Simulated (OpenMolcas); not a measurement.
**Mn2+, Tc2+, Re2+: d5 down the group**

| Item | Value |
| --- | --- |
| Program | OpenMolcas |
| Method | XMS-CASPT2, IPEA 0.25 Eh, imaginary shift 0.1 Eh |
| Basis | ANO-RCC-VTZP |
| Scalar Hamiltonian | DKH2, point nucleus |
| Spin-orbit coupling | RASSI with atomic mean-field integrals over the reference wave functions, term energies averaged over their components |

Active space for each ion: 5 electrons in 6 orbitals (d s); closed shells correlated by CASPT2: Mn2+ 3s 3p; Tc2+ 4s 4p; Re2+ 5s 5p.

Computed levels in cm-1 above 6S 5/2:

| Level | Mn2+ | Tc2+ | Re2+ |
| --- | --- | --- | --- |
| 4G 7/2 | 28580 | 20940 | 18480 |
| 4G 11/2 | 28590 | 21010 | 19670 |
| 4G 9/2 | 28590 | 21050 | 20050 |
| 4D 7/2 | 33670 | 24450 | 22460 |
| 4D 1/2 | 33730 | 25030 | 23510 |
| 2I 11/2 | 42590 | 31270 | 29170 |
| 2I 13/2 | 42640 | 31660 | 31790 |
| 4F 5/2 | 45550 | 34190 | 32710 |
| 2F 7/2(1) | 46060 | 34980 | 32770 |
| weight of 6S in the lowest level (%) | 100 | 99 | 89 |

Mixed levels, with the weight of the term that names them: Tc2+ 4D 1/2 (75 %), Re2+ 4G 7/2 (64 %), Re2+ 4D 7/2 (61 %), Re2+ 4D 1/2 (58 %), Re2+ 2I 11/2 (75 %), Re2+ 4F 5/2 (67 %), Re2+ 2F 7/2(1) (57 %).

Measured, with the error of the calculation in %. Measured levels: Mn2+ from Corliss and Sugar, J. Phys. Chem. Ref. Data 6, 1253 (1977); Re2+ from the list in Brasseur, Gamrath and Quinet, At. Data Nucl. Data Tables 157, 101636 (2024).

```tsv
Level	Mn2+	Re2+
4G 7/2	26860 (+6.4)	16890 (+9.4)
4G 11/2		18020 (+9.1)
4G 9/2		18346 (+9.3)
4D 7/2	32307 (+4.2)	20453 (+9.8)
4D 1/2	32369 (+4.2)	
2I 11/2	39174 (+8.7)	26170 (+11.5)
2I 13/2	39176 (+8.8)	28588 (+11.2)
4F 5/2		30302 (+7.9)
```

Without spin-orbit coupling 4G lies 28590, 20980, 19150 cm-1 above 6S in that order; the difference to the level 4G 7/2, of either sign, comes from spin-orbit coupling, which also lowers the zero.

CASPT2 breaks the degeneracy within a term, and the mean is taken; among the terms shown or strongly mixed into the levels shown the widest spread is 1400 cm-1 (3d5 2I, Mn2+). Over all roots computed the reference weight is 0.89 to 0.94 in Mn2+; the roots of lowest weight are the least certain, and an intruder state may touch them. Terms from blocks run as CI alone lack orbitals of their own. The CASPT2 spread within a term exceeds the gap to the next term for 3d5 4F and 3d5 2F(1), so the order of their levels is uncertain, and so are names and mixing where such terms share a J (figures for Mn2+; the like holds for Re2+). Some high roots are left out of the spin-orbit mixing, which shifts the levels that they would mix with (holds for Tc2+; Re2+). Configurations are named by rounded mean occupations; where the s occupation lies near a half they are strongly mixed, a name can repeat and a true partner stay unpaired (holds for Tc2+; Re2+). Measured partners are found by configuration, term and J. A level has none where our copy of the source lacks it or the pairing is in doubt (some pairs that miss far off the trend of their configuration count as doubtful), and it then counts in no deviation. Levels of configurations outside the active space are missing.

A number in round brackets counts repeated terms of one configuration in the order of the reference energies.
